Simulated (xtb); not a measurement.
Si(F)(OH)2(SMe) (CH₅FO₂SSi), SMILES O[Si](O)(F)SC. All values are semi-empirical tight-binding results from xtb (GFN2-xTB unless named), good for trends rather than for accurate numbers. The structure is a stationary point at GFN2-xTB. Other conformers were not sampled.

Optimised geometry:

```xyz
11

C     -2.3294    -0.3698    -0.2940
S     -1.0478     0.8503    -0.7295
Si     0.6398    -0.0732     0.1568
O      0.7972    -1.5641    -0.4168
O      2.0021     0.7589    -0.0523
F      0.3879    -0.1953     1.7494
H     -2.3947    -0.4547     0.7854
H     -2.0771    -1.3258    -0.7393
H     -3.2650     0.0004    -0.6990
H      1.5875    -2.0721    -0.2471
H      2.0478     1.6894     0.1473
```

Task: Estimate the properties. (An estimate is asked for; the answer gives what the named calculation found.)

Result: 
```json
{
  "orbital_gap": "4.62 eV",
  "zero_point_energy": "43.2 kcal/mol",
  "G − E(el) at 298.15 K (modified RRHO)": "21.7 kcal/mol",
  "static polarisability (D4 model)": "79.5 bohr³",
  "solvation energy, GFN2-xTB/ALPB(water)": "-9.2 kcal/mol",
  "solvation energy, GFN2-xTB/ALPB(ether)": "-10.6 kcal/mol"
}
```

Computed atomic charges and the Wiberg bond orders between heavy atoms:
charges (e) C1 -0.05, S2 -0.27, Si3 0.68, O4 -0.44, O5 -0.46, F6 -0.28, H7 0.05, H8 0.05, H9 0.06, H10 0.33, H11 0.33. Bond orders C1–S2 1.00, S2–Si3 0.95, Si3–O4 1.20, Si3–O5 1.18, Si3–F6 1.02.
